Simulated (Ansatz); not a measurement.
```yaml
crystal:
  periodic: [false, false, false]
  atoms:
    - {symbol: B, position_ang: [-0.226697, 1.754267, -0.334372]}
    - {symbol: Si, position_ang: [0.957592, -0.219286, -0.211711]}
    - {symbol: B, position_ang: [-0.101376, -2.032540, 0.453069]}
    - {symbol: S, position_ang: [-0.638844, -1.672474, -1.021723]}
    - {symbol: H, position_ang: [0.199674, 2.496635, 0.095043]}
    - {symbol: H, position_ang: [-1.455935, 1.482644, 0.062400]}
    - {symbol: H, position_ang: [2.395198, -0.195686, -0.342045]}
    - {symbol: H, position_ang: [-0.402691, -2.621628, 1.248818]}
basis:
  gaussian: {orbitals: STO-3G}
hamiltonian: {xc: {name: rPW86-PBE}, dispersion: rvv10}
relax: {f_tol: 0.001, max_steps: 2}
output: {forces: true}
```

```sh
$ ansatz run in.yaml --threads 2 --pin off --events-out ev --progress --plain --max-ram 4352MiB
```

It prints (some lines left out):

```
Functional definition: rPW86-PBE+rVV10
422 factors; integrals over basis functions are off by at most 1.4e-5 eV
mean field evaluation 1: about -19910.9024 eV, gradient 2.2e1 eV
mean field evaluation 2: about -19908.0562 eV, gradient 3.0e1 eV
mean field evaluation 4: about -19912.9475 eV, gradient 6.1e0 eV
mean field evaluation 8: about -19913.0657 eV, gradient 2.0e-1 eV
mean field -19913.06589459 eV, -731.7916740655 hartree, gradient 5.2e-6 eV, S^2 0.000000; 0 other end points of the search recorded, 0 dependent functions left out
reference -19913.06596868 eV, -731.7916767879 hartree; 22, 22 occupied and 10, 10 virtual orbitals, 422 factors
relax step   1: F+E_penalty+E_count = -19913.06589459 eV  Δ(F+E_penalty+E_count) = +0.000e0 eV  max|allowed force component| = 1.406e1 eV/Å  Δτ_max = 0.0000 Å  (23 SCF iters, accepted)
422 factors; integrals over basis functions are off by at most 2.1e-5 eV
mean field -19916.40231756 eV, -731.9142853480 hartree, gradient 5.1e-6 eV, S^2 0.000000; 0 other end points of the search recorded, 0 dependent functions left out
reference -19916.40239145 eV, -731.9142880633 hartree; 22, 22 occupied and 10, 10 virtual orbitals, 422 factors
relax step   2: F+E_penalty+E_count = -19916.40231756 eV  Δ(F+E_penalty+E_count) = -3.336e0 eV  max|allowed force component| = 3.835e0 eV/Å  Δτ_max = 0.1944 Å  (27 SCF iters, accepted)
Error: geometry relaxation did not converge after 2 steps: max|allowed force component| = 3.83e0 eV/Å (threshold 1.0e-3). Raise `relax.max_steps` over both its present limit and 2, loosen `relax.f_tol`, or start from a geometry closer to equilibrium. Where this run's directory can be resumed (`checkpoint.write`), a resume goes on for up to `relax.max_steps` more
```

Question: What is wrong with this run?

Answer: The relaxation is allowed too few steps for its threshold. The run did not converge.
